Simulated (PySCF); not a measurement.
Ionisation energy of Ga²⁺ by level of theory

Ga²⁺ [Ar] 3d10 4s1 (2S) → Ga³⁺ [Ar] 3d10 (1S), as a difference of total energies. Computed with PySCF 2.14 in 6-31G*, with no relativity, point nucleus. The calculations carry no spin-orbit coupling.

| method | ionisation energy (eV) |
| --- | --- |
| UHF | 29.199 |
| PBE0 | 30.585 |
| M06-L | 29.627 |

These non-relativistic numbers lack the scalar-relativistic shift.

For comparison: 30.726 eV (measured; NIST Atomic Spectra Database, ionization energies).
